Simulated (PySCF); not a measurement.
## Levels of Al(2+) from EOM-EA-GCCSD

Reference: closed-shell Al(3+), [Ne]; one electron is added. Calculated with PySCF 2.14, two-component X2C-1e with screened spin-orbit coupling, x2c-TZVPPall-2c with one added diffuse shell each of s, p, d type (6s7p4d1f, 54 functions); frozen nothing; all 98 virtual spinors kept. No Breit or QED terms. Binding energies in eV.

```csv
level,Koopmans,second order,EOM-CCSD
3s1/2,28.051,28.287,28.319
3p1/2,21.495,21.633,21.654
3p3/2,21.466,21.602,21.624
3d5/2,13.892,13.964,13.975
3d3/2,13.892,13.964,13.975
4s1/2,12.680,12.745,12.753
4p1/2,10.481,10.526,10.533
4p3/2,10.470,10.515,10.522
```

Electric-dipole lines between these computed levels:

| lower | upper | ΔE (eV) | vacuum wavelength (nm) |
| --- | --- | --- | --- |
| 3s1/2 | 3p1/2 | 6.664 | 186.0 |
| 3s1/2 | 3p3/2 | 6.695 | 185.2 |
| 3s1/2 | 4p1/2 | 17.786 | 69.71 |
| 3s1/2 | 4p3/2 | 17.797 | 69.67 |
| 3p1/2 | 3d3/2 | 7.679 | 161.4 |
| 3p1/2 | 4s1/2 | 8.902 | 139.3 |
| 3p3/2 | 3d5/2 | 7.649 | 162.1 |
| 3p3/2 | 3d3/2 | 7.649 | 162.1 |
| 3p3/2 | 4s1/2 | 8.871 | 139.8 |
| 3d5/2 | 4p3/2 | 3.454 | 359.0 |
| 3d3/2 | 4p1/2 | 3.442 | 360.2 |
| 3d3/2 | 4p3/2 | 3.453 | 359.0 |
| 4s1/2 | 4p1/2 | 2.220 | 558.5 |
| 4s1/2 | 4p3/2 | 2.231 | 555.7 |

Quantum defects δ = n − Z_c √(13.6057 eV / E) with Z_c = 3: 3s1/2 0.921, 3p1/2 0.622, 3p3/2 0.620, 3d5/2 0.040, 3d3/2 0.040, 4s1/2 0.901, 4p1/2 0.590, 4p3/2 0.589.

For comparison, the ionisation energy of Al(2+) is 28.448 eV (measured; NIST Atomic Spectra Database, ionization energies).

The screened spin-orbit operator tends to give fine-structure splittings of light species too large.

The highest levels are limited by the diffuse functions of the basis.
